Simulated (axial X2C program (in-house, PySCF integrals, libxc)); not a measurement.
Spin–orbit effects along a row: molecules with Nb, PBE0

Calculated with an in-house all-electron X2C program for linear molecules (integrals from PySCF), spin-free (one-electron X2C) or two-component (2c: spin–orbit coupling with atomic mean-field Coulomb and Gaunt terms, which also bring small scalar terms), in Dyall basis sets with cores contracted in-house; open shells are unrestricted.

Basis sets: C dyall-v3z, F dyall-av3z, Li dyall-cv3z, N dyall-av3z, Nb dyall-cv3z, O dyall-av3z.

```tsv
molecule	spin-free state	Re (Å)	ωe (cm⁻¹)	De (eV)	2c state	Re 2c (Å)	ωe 2c (cm⁻¹)	De 2c (eV)
LiNb	M_S = 2, Λ = 2	2.751	294.1	0.81	Ω = 1	2.887	283.6	n/a
NbC	M_S = 1/2, Λ = 2	1.679	1023.3	4.93	Ω = 3/2	1.679	1023.8	n/a
NbN	M_S = 1, Λ = 2	1.636	1121.1	5.76	Ω = 1	1.636	1120.8	n/a
NbO	M_S = 3/2, Λ = 0	1.668	1033.3	7.40	Ω = 3/2	1.668	1033.3	n/a
NbF	M_S = 2, Λ = 1	1.871	658.7	5.66	Ω = 1	1.871	658.6	n/a
```

**Question.** Work out the shifts from the spin-free to the two-component result.

**Answer.** 

| molecule | 2c state | ΔRe (Å) | Δωe (cm⁻¹) | ΔDe (eV) |
| --- | --- | --- | --- | --- |
| LiNb | Ω = 1 | other state | other state | n/a |
| NbC | Ω = 3/2 | 0.000 | 0.5 | n/a |
| NbN | Ω = 1 | 0.000 | -0.3 | n/a |
| NbO | Ω = 3/2 | 0.000 | 0.0 | n/a |
| NbF | Ω = 1 | 0.000 | -0.1 | n/a |

Shifts of one unit in the last digit are rounding.

Each entry is the lowest single determinant of a limited PBE0 search at one distance. De goes to single-determinant-based atoms at the same level (for ions the charge split of lowest energy) and is withheld (n/a) where an atom does not fit its ground term or J level. Main or longest-lived isotopes. One determinant is a doubtful description, or other states lie close, for LiNb, NbC, NbN, NbO, NbF; these need not be ground states, and all values refer to the states named. Some open-shell Ω = 0 determinants are out of reach, so the Ω given for LiNb, NbF need not be the lowest component. With several unpaired electrons the Ω given is that of one determinant, not necessarily of the lowest component. The functionals have no current term, which raises determinants with orbital currents. Where the atoms have a lower orbital projection than the molecule, De at mean-field level may be about a tenth of an eV too small. The lowest determinant changes configuration between the Hamiltonians for LiNb, so two states are compared there.
